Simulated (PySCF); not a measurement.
C₂H₄FNOSi, SMILES N#C[C@@H](F)[SiH2]O. The structure is a stationary point at PBE-D3(BJ)/def2-SVP. The structure was generated by enumeration; whether it is a known compound was not checked. Other conformers were not sampled.

Computed equilibrium geometry at PBE-D3(BJ)/def2-SVP (PySCF confirms it by a frequency run) as Cartesian coordinates in Å (one conformer of several):
```xyz
10

N      2.7017     0.6915     0.7717
C      1.7796     0.2569     0.1916
C      0.5766    -0.2391    -0.4661
F      0.4185    -1.6205    -0.2681
Si    -1.0159     0.5962     0.2528
O     -2.3425    -0.0054    -0.5723
H      0.6499    -0.0452    -1.5606
H     -1.0236     0.2684     1.7180
H     -0.9650     2.0650    -0.0163
H     -2.5160    -0.9549    -0.4437
```
Charge 0, spin multiplicity 1.
